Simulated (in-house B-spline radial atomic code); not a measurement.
Successive ionisation energies of lead; each step leads to the configuration of the next row (after the last: bare). Dirac energy differences include first-order Breit, QED and recoil terms. NIST's values go from ground level to ground level; the uncertainty of those that are theory runs from under 0.1 % in few-electron ions to several per cent in heavy many-electron ones. Computed with a B-spline radial code for spherical atoms: Dirac-Hartree-Fock, average of the configuration, finite nuclei.

| ion | configuration | ionisation energy (eV) | tabulated value (eV) | tabulated kind | computed minus tabulated (eV) | highest orbital | largest mean radius (bohr) |
| --- | --- | --- | --- | --- | --- | --- | --- |
| Pb71+ | [Ne] 3s1 | 9150.6 | 9150 | tabulated theory | 1 | 3s1/2 | 0.15939 |
| Pb72+ | [He] 2s2 2p6 | 20341.7 | 19590 | tabulated theory | 752 | 2p3/2 | 0.065848 |
| Pb73+ | [He] 2s2 2p5 | ? | ? | tabulated theory | ? | ? | ? |
| Pb74+ | [He] 2s2 2p4 | 21141.4 | 20380 | tabulated theory | 761 | 2p3/2 | 0.065324 |
| Pb75+ | [He] 2s2 2p3 | 21546.6 | 20750 | tabulated theory | 797 | 2p3/2 | 0.065064 |
| Pb76+ | [He] 2s2 2p2 | 21955.2 | 23460 | tabulated theory | -1505 | 2p3/2 | 0.064805 |
| Pb77+ | [He] 2s2 2p1 | ? | ? | tabulated theory | ? | ? | ? |
| Pb78+ | [He] 2s2 | 24548.5 | 24550 | tabulated theory | -1 | 2s1/2 | 0.064291 |
| Pb79+ | [He] 2s1 | ? | ? | tabulated theory | ? | ? | ? |
| Pb80+ | 1s2 | 99485.6 | 99491.8 | tabulated theory | -6 | 1s1/2 | 0.01597 |
| Pb81+ | 1s1 | 101335.9 | 101336.7 | tabulated theory | -1 | 1s1/2 | 0.015881 |

Question: Fill in the row of Pb73+.

Answer: ionisation energy (eV): 20739.8; tabulated value (eV): 19970; computed minus tabulated (eV): 770; highest orbital: 2p3/2; largest mean radius (bohr): 0.065586.

Question: Fill in the row of Pb77+.

Answer: ionisation energy (eV): 22367.4; tabulated value (eV): 23940; computed minus tabulated (eV): -1573; highest orbital: 2p3/2; largest mean radius (bohr): 0.064548.

Question: Fill in the row of Pb79+.

Answer: ionisation energy (eV): 24937.6; tabulated value (eV): 24938.2; computed minus tabulated (eV): -1; highest orbital: 2s1/2; largest mean radius (bohr): 0.064034.

Question: Where is the largest jump?

Answer: From Pb79+ to Pb80+, by a factor of 3.99 (24938 to 99486 eV); the highest orbital goes from 2s1/2 to 1s1/2.

Where a p, d or f electron is removed, the computed value is a mean over both j, so it misses the tabulated one by a part of the spin-orbit splitting; averaging over terms and missing correlation add to the gap, relatively most at low charge.
